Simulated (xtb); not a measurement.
C2H2F3O, doublet, geometry from GFN2-xTB; GFN0-xTB in xtb 6.7.1.

Input for xtb:
```
$ xtb mol.xyz --gfn 0 --uhf 1 --json

# file mol.xyz
8

O     -2.00932597    -0.50814145     0.19200975
C     -0.86567464    -0.59712044    -0.51356741
C      0.37195730     0.06856879    -0.06899920
F      0.25774762     0.51882341     1.19521870
F      1.45011722    -0.73759296    -0.10871849
F      0.71770819     1.14716381    -0.82000509
H     -1.86542218    -0.05361793     1.03625523
H     -0.92782338    -1.06548872    -1.47538970
```

Task: Write the output that xtb gives for this input, abridged.

Result: 
```
   ID    Z sym.   atoms
    1    8 O      1
    2    6 C      2, 3
    3    9 F      4-6
    4    1 H      7, 8

           -------------------------------------------------
          |                Calculation Setup                |
           -------------------------------------------------

           -------------------------------------------------
          |                 G F N 0 - x T B                 |
           -------------------------------------------------

          ...................................................
          :                      SETUP                      :
          :.................................................:
          :  # basis functions                  28          :
          :  # atomic orbitals                  28          :
          :  # shells                           16          :
          :  # electrons                        37          :
          :  electronic temp.          300.0000000     K    :
          :  accuracy                    1.0000000          :
          :  -> integral cutoff          0.2500000E+02      :
          :  -> integral neglect         0.1000000E-07      :
          ...................................................

         :::::::::::::::::::::::::::::::::::::::::::::::::::::
         ::                     SUMMARY                     ::
         :::::::::::::::::::::::::::::::::::::::::::::::::::::
         :: total energy             -20.131089434499 Eh    ::
         :: gradient norm              0.034023931336 Eh/a0 ::
         :: HOMO-LUMO gap              4.424701669620 eV    ::
         ::.................................................::
         :: H0 energy                -20.085577652783 Eh    ::
         :: repulsion energy           0.108578594061 Eh    ::
         :: electrostat energy        -0.102859005452 Eh    ::
         :: -> Gsolv                   0.000000000000 Eh    ::
         ::    -> Gsasa                0.000000000000 Eh    ::
         ::    -> Gshift               0.000000000000 Eh    ::
         :: dispersion energy         -0.001663205469 Eh    ::
         :: short-range corr.         -0.049568164855 Eh    ::
         :: add. restraining           0.000000000000 Eh    ::
         :: total charge              -0.000000000000 e     ::
         :::::::::::::::::::::::::::::::::::::::::::::::::::::

           -------------------------------------------------
          |                Property Printout                |
[...]
        25                          0.1085472               2.9537
        26                          0.1689779               4.5981
        27                          0.2549290               6.9370
        28                          0.3910691              10.6415
      -------------------------------------------------------------
                  HL-Gap            0.1626048 Eh            4.4247 eV
             Fermi-level            0.0000000 Eh            0.0000 eV

     #   Z          covCN         q      C6AA      α(0)
     1   8 O        1.658    -0.411    20.894     6.183
     2   6 C        2.764    -0.096    32.072     9.245
     3   6 C        3.329     0.728    15.533     6.253
     4   9 F        0.791    -0.256    11.882     3.971
     5   9 F        0.791    -0.248    11.796     3.956
     6   9 F        0.790    -0.246    11.766     3.951
     7   1 H        0.804     0.342     0.608     1.225
     8   1 H        0.926     0.187     1.167     1.689

 Mol. C6AA /au·bohr⁶  :        681.871251
 Mol. C8AA /au·bohr⁸  :      14459.817452
 Mol. α(0) /au        :         36.472913

Wiberg/Mayer (AO) data.
largest (>0.10) Wiberg bond orders for each atom

 ---------------------------------------------------------------------------
     #   Z sym  total        # sym  WBO       # sym  WBO       # sym  WBO
 ---------------------------------------------------------------------------
     1   8 O    2.433 --     2 C    1.393     7 H    0.972
     2   6 C    3.474 --     1 O    1.393     3 C    1.029     8 H    0.973
     3   6 C    3.685 --     2 C    1.029     4 F    0.894     5 F    0.880
                             6 F    0.856
     4   9 F    1.020 --     3 C    0.894
     5   9 F    0.988 --     3 C    0.880
     6   9 F    0.973 --     3 C    0.856
     7   1 H    1.007 --     1 O    0.972
     8   1 H    1.001 --     2 C    0.973
 ---------------------------------------------------------------------------

Topologies differ in total number of bonds
Writing topology from bond orders to xtbtopo.mol

 dipole moment from electron density (au)
     X       Y       Z
  -1.1091  -0.1916   0.3546  total (Debye):    2.999

           -------------------------------------------------
          | TOTAL ENERGY              -20.131089434499 Eh   |
          | GRADIENT NORM               0.034023931336 Eh/α |
          | HOMO-LUMO GAP               4.424701669620 eV   |
           -------------------------------------------------

normal termination of xtb
```
